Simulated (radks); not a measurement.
Question: Eu III, configuration [Kr] 4d10 4f7 5s1 5p6 5d1 (not the ground configuration). Method: Dirac Kohn-Sham, BLYP, spin-unpolarised, spherical densities, finite nucleus; open shells fill j = l - 1/2 first; Fermi nuclear charge, rms radius 5.1115 fm; computed with a radial shooting solver on a logarithmic mesh with Libxc functionals.

Spin-orbit splittings of the eigenvalues, e(l+1/2) - e(l-1/2), with zeta = 2 splitting/(2l+1) and mean radii in bohr:

| shell | occ. | splitting (eV) | zeta (eV) | <r> j=l-1/2 | <r> j=l+1/2 |
|---|---|---|---|---|---|
| 2p | 6 | 648.3 | 432.2 | 0.07906 | 0.08579 |
| 3p | 6 | 132.1 | 88.09 | 0.2388 | 0.2517 |
| 3d | 10 | 28.76 | 11.50 | 0.2235 | 0.2276 |
| 4p | 6 | 29.15 | 19.43 | 0.5794 | 0.6088 |
| 4d | 10 | 5.225 | 2.090 | 0.6486 | 0.6591 |
| 4f | 7 | 0.6327 | 0.1808 | 0.9236 | 0.9377 |
| 5p | 6 | 4.002 | 2.668 | 1.532 | 1.623 |
| 5d | 1 | ? | ? | 2.406 | 2.452 |
| 6p | 0 | 0.5491 | 0.3661 | 4.065 | 4.244 |

Estimate the 5d splitting.

Answer: 0.3276 eV (zeta = 0.1311 eV).
